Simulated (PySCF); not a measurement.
A GIAO shielding run with PySCF 2.14.0 with density-fitted response routines (density fitting, non-relativistic, gas phase) on `CC[SiH2][SiH3]`, C2H10Si2:

```
$ OMP_NUM_THREADS=1 python probes_run.py task.json out

{"job": {"kind": "nmr", "xc": "PBE0", "basis": "6-31G*", "pop": true}, "charge": 0, "multiplicity": 1}
C     -2.042545     0.159588     0.113936
C     -1.332291    -0.502254     1.290454
Si     0.424114     0.134427     1.596221
Si     1.772317    -0.193172    -0.297853
H     -2.111856     1.251474     0.243061
H     -3.068214    -0.222576    -0.007734
H     -1.512756    -0.020543    -0.835475
H     -1.905379    -0.359754     2.222974
H     -1.267115    -1.594093     1.141266
H      1.039560    -0.574492     2.763552
H      0.397701     1.600457     1.910049
H      1.724378    -1.628096    -0.724596
H      1.296530     0.646867    -1.442086
H      3.196561     0.167515    -0.014020
```

Hardware: 1 thread of an Arm Neoverse V1, shared host. The job also computes population analyses, field gradients.

(1) How large is the calculation?

(2) How long does it take, and how much memory does it need?

(3) And these other runs on the same molecule and hardware: GIAO shielding at PBE0/6-311+G(2d,p); GIAO shielding at PBE0/IGLO-III; GIAO shielding at PBE0/aug-cc-pVDZ; GIAO shielding at PBE0/cc-pVDZ; GIAO shielding at PBE0/cc-pVTZ; GIAO shielding at PBE0/def2-SVP?

## Answers

(1) 50 electrons, 84 basis functions and 620 auxiliary functions.

(2) 6.3 s of wall time, with 12 SCF cycles and 4 response iterations; peak memory 0.51 GiB. Times on a shared host scatter by some tens of per cent.

(3) PBE0/6-311+G(2d,p): 184 functions, 16 s; PBE0/IGLO-III: 258 functions, 25 s; PBE0/aug-cc-pVDZ: 190 functions, 18 s; PBE0/cc-pVDZ: 114 functions, 8.5 s; PBE0/cc-pVTZ: 268 functions, 29 s; PBE0/def2-SVP: 114 functions, 7.7 s.
